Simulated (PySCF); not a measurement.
A calculated (BLYP, PySCF 2.14, x2c-TZVPPall with one added diffuse shell each of s, p, d, f type, the spin-free X2C one-electron Hamiltonian (Gaussian nucleus)) atom or ion has these occupied shells.

```
shell  electrons  orbital energy (eV)  rms radius, mean of both spins (bohr)
 1s β          1             -71423.4                                 0.0204
 1s α          1             -71423.4                                 0.0204
 2s α          1             -12384.5                                 0.0824
 2s β          1             -12384.3                                 0.0824
 2p α          3             -10848.7                                 0.0750
 2p β          3             -10848.5                                 0.0750
 3s α          1              -2868.4                                  0.211
 3s β          1              -2868.4                                  0.211
 3p α          3              -2413.2                                  0.212
 3p β          3              -2413.1                                  0.212
 3d α          5              -1878.3                                  0.194
 3d β          5              -1878.1                                  0.194
 4s α          1              -598.04                                  0.468
 4s β          1              -597.81                                  0.468
 4p α          3              -447.80                                  0.499
 4p β          3              -447.58                                  0.499
 4d α          5              -254.52                                  0.538
 4d β          5              -254.27                                  0.538
 5s α          1              -85.272                                   1.10
 5s β          1              -83.377                                   1.10
 5p α          3              -47.729                                   1.29
 5p β          3              -45.331                                   1.29
 4f α          7              -42.180                                  0.648
 4f β          7              -41.721                                  0.648
 6s α          1               -6.280                                   3.35
 5d α          5               -6.091                                   2.09
 6s β          1               -5.005                                   3.35
```

**Question.** Name the element and its charge.

**Answer.** Re (rhenium, neutral), in [Xe] 4f14 5d5 6s2, high-spin 6S determinant.
